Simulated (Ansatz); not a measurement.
AlBrH$_{4}$OSi, SMILES `[OH][Al]([SiH3])[Br]`. Total charge 0; spin multiplicity 1. Geometry: relaxed with PBE0-D4/def2-TZVP. It is one conformer, not always the lowest.

```xyz
8

O    -2.035    0.914   -0.106
Al   -0.666    0.095   -0.656
Si    1.225   -0.293    0.823
Br   -0.628   -0.643   -2.798
H    -2.807    1.088   -0.644
H     1.394   -1.755    1.048
H     1.045    0.373    2.140
H     2.472    0.221    0.193
```

Question: What is the dipole moment at r2SCAN/def2-TZVPP? (Estimate.)

Answer: Computed: 0.76 D, with components (-0.57, 0.38, 0.33) D in this frame, pointing from negative to positive charge.

Question: And with PBE, B3LYP, ωB97M-V? (Best estimate.)

Answer: Computed: PBE 0.72 D, B3LYP 0.72 D, ωB97M-V 0.76 D.

Question: Give the Mulliken charges with r2SCAN, B3LYP, PBE in def2-TZVPP. (Estimate.)

Answer: Computed: 
```csv
atom,r2SCAN,B3LYP,PBE
O1,-0.42,-0.39,-0.35
Al2,0.62,0.56,0.51
Si3,0.04,0.06,-0.01
Br4,-0.26,-0.26,-0.24
H5,0.19,0.18,0.18
H6,-0.06,-0.05,-0.03
H7,-0.05,-0.05,-0.03
H8,-0.06,-0.05,-0.03
```

B3LYP here is the variant with VWN-RPA as its local correlation; programs differ in this.
